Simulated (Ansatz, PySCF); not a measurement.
Te(Br)(OSiH3) (BrH₃OSiTe), SMILES [SiH3]O[Te]Br.

Geometry: B3LYP-D3(BJ)/def2-SVP. The structure was generated by enumeration, and PubChem lists no compound with its InChIKey, so it may never have been made. The def2 effective core potentials stand for the cores of Te; spin–orbit coupling is left out. Other conformers were not sampled.

Vertical ionisation energy (IE) and electron affinity (EA) in eV. Rows of orbital energies are one-electron estimates. Where ΔSCF, EOM or ADC give a negative EA the extra electron is unbound and the value depends on the basis.

```
level                                                                  IE    EA
-------------------------------------------------------------------  ----  ----
−ε(HOMO), −ε(LUMO), CAM-B3LYP/def2-TZVP (PySCF)                      7.78  1.81
−ε(HOMO), −ε(LUMO), PBE/def2-TZVP (PySCF)                            5.36  3.56
ΔSCF, PBE0/def2-SVPD (Ansatz), final states of multiplicity 2 and 2  8.53  1.21
ΔSCF, PBE/def2-SVPD (Ansatz), final states of multiplicity 2 and 2   8.27  1.15
```

### Question
What vertical singlet–triplet gap does ΔSCF give with PBE0/def2-SVPD (Ansatz, a first-principles code) and with PBE/def2-SVPD (Ansatz)? (Estimate from the structure and the level; the computed values follow.)

### Answer
1.59 and 1.54 eV (triplet above singlet where positive).
